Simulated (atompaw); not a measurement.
What one change does to a pseudopotential (V (Z = 23), PAW (atompaw))

atompaw 4.2.0.5 input, output lines left out:

```
V 23
GGA-PBESOL scalarrelativistic loggrid 1500 logderivrange -5 5 251
4 4 3 0 0 0
4 1 0
3 2 3
0 0 0
c
c
c
v
c
v
v
v
2
2.35 2.00 1.75 2.00
y
1.5
n
n
y
1.95
n
custom polynom vanderbiltortho gaussian
3 1 troulliermartins
2.20
2.35
1.25
1.70
2.35
2.35
```

All-electron outer shells of the reference configuration (PBEsol, scalar-relativistic, ld1.x):

```tsv
shell	level (eV)	outermost node (bohr)	outermost maximum (bohr)
2p	-502.79	–	0.21
3s	-70.03	0.38	0.82
3p	-43.95	0.35	0.84
3d	-5.18	–	0.90
4s	-4.72	1.17	2.76
4p	-1.43	1.30	3.63
```

Change: local potential bessel scheme, radius 1.75 bohr.

Cutoffs: the cutoffs (Ry, on a coarse ladder) from which the occupation-weighted sum of valence levels, in a spherical-Bessel basis at the reference potential, stays within 10 and 1 mRy of its value at 400 Ry; they do not see the model core or the augmentation charge, which bear on the density cutoff.

Question: What does the change do?

Answer: The potential gets neither clearly harder nor softer (45 Ry and 80 Ry → 45 Ry and 80 Ry); the bound ghost in s disappears; the range in which the s phases agree narrows (upper end at the end of the scan → 2.3). A state that the projectors do not describe sees the local part alone, so a deeper or shallower local part can create or remove a ghost.

```csv
quantity,base,changed
"cutoff, loose",45 Ry,45 Ry
"cutoff, tight",80 Ry,80 Ry
bound ghosts,s,none
s: phases at 2.35 bohr within 0.05 rad from the reference energy up to (Ry; the scan ends near 5),to the end of the scan,2.3
p: phases at 2.35 bohr within 0.05 rad from the reference energy up to (Ry; the scan ends near 5),4.0,to the end of the scan
d: phases at 2.35 bohr within 0.05 rad from the reference energy up to (Ry; the scan ends near 5),to the end of the scan,to the end of the scan
lowest overlap eigenvalue by channel,"s 0.07, p 0.61, d 0.92","s 0.16, p 0.55, d 0.94"
```

 A true bound ghost makes a file unfit for plane-wave use even where its test errors are small: the radial tests pick states by their node count and pass the ghost by. The cutoffs see the waves, projectors and local potential, not the compensation charge or the core.
